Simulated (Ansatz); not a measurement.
```xyz
2

P    -0.0740    0.0109   -1.0075
P    -0.0559   -0.0378    0.9305
```

Basis set: 6-31G (spherical functions). Left uncorrelated: 10 orbitals. Charge 0, multiplicity 1.

Computed with Ansatz (development build ahead of 0.2.0); each method stands on the lowest determinant of its kind that the runs found. Restricted open shells among the atoms or ions are ROHF, correlated in semicanonical orbitals with singles.

The atomization energy at this shape (free ground-state atoms in the same class of orbitals less the molecule, no zero-point energy) of singlet P2:

```csv
method,atomization energy
RHF-MP2,63.52 kcal/mol
```

Q: What does RHF give?

A: -13.70 kcal/mol.

This basis has no polarisation functions and is too small for such energies, which can lie far from measured ones in either direction.
